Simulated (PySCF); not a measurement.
C2H5BO2, SMILES C=CB(O)O. Atoms are numbered in the order given.

```xyz
10

B     -0.0144    -0.5080     0.0000
C     -0.6597     0.9199     0.0000
C      0.0681     2.0462     0.0000
H     -1.7547     1.0209     0.0000
H     -0.3864     3.0431     0.0000
H      1.1625     2.0049     0.0000
O      1.3433    -0.6242     0.0000
H      1.6233    -1.5489     0.0000
O     -0.7576    -1.6601     0.0000
H     -1.7084    -1.5022     0.0000
```
Charge 0, spin multiplicity 1.

Geometry optimised at B3LYP-D3(BJ)/def2-SVP. One conformer was computed; it need not be the lowest.

These are PBE/def2-TZVP run with PySCF values and carry that method's errors.

Symmetry labels are those of the subgroup Cs that the program uses (full group Cs).

Computed valence orbital energies around the gap with their symmetry:
```tsv
orbital	symmetry	energy (eV)
HOMO−7	A'	-10.96
HOMO−6	A'	-10.50
HOMO−5	A"	-9.38
HOMO−4	A'	-8.91
HOMO−3	A'	-8.70
HOMO−2	A'	-7.62
HOMO−1	A"	-7.54
HOMO	A"	-6.73
LUMO	A"	-1.72
LUMO+1	A'	-0.05
LUMO+2	A'	0.79
LUMO+3	A'	1.39
```
